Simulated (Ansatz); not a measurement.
Reaction (formal exchange of groups at a C–C bond): `CCC(=O)S` + `[OH][AlH2]` → `O=[C](S)[AlH][OH]` + `CC`

Gas-phase electronic energies from Ansatz, PBE0-D4/def2-TZVP geometries. CCSD(T)/CBS adds triple-zeta CCSD(T) − MP2 to the extrapolated MP2 energy (def2 sets, frozen cores). This one scheme is used for every species. DFT in def2-TZVPP. One conformer a species, not always the lowest.

| level | ΔE (eV) |
| --- | --- |
| ωB97X-V | 0.02 |
| r2SCAN | -0.08 |
| MP2/def2-QZVPP | -0.03 |
| CCSD/CBS(def2) | -0.04 |

**Question.** What does CCSD(T)/CBS give? (Estimate.)

**Answer.** Ansatz gave: -0.06 eV. The listed levels differ from it by 0.08, -0.02, 0.03, 0.02 eV.

Largest T1 diagnostic among the species: 0.017.

From PBE to PBE0 (25 % exact exchange), in def2-TZVPP and without D4, ΔE moves by +0.09 eV. In def2-TZVPP, CCSD(T) changes the Hartree–Fock value by −0.09 eV (the triples alone add −0.02 eV) and MP2 by −0.07 eV.
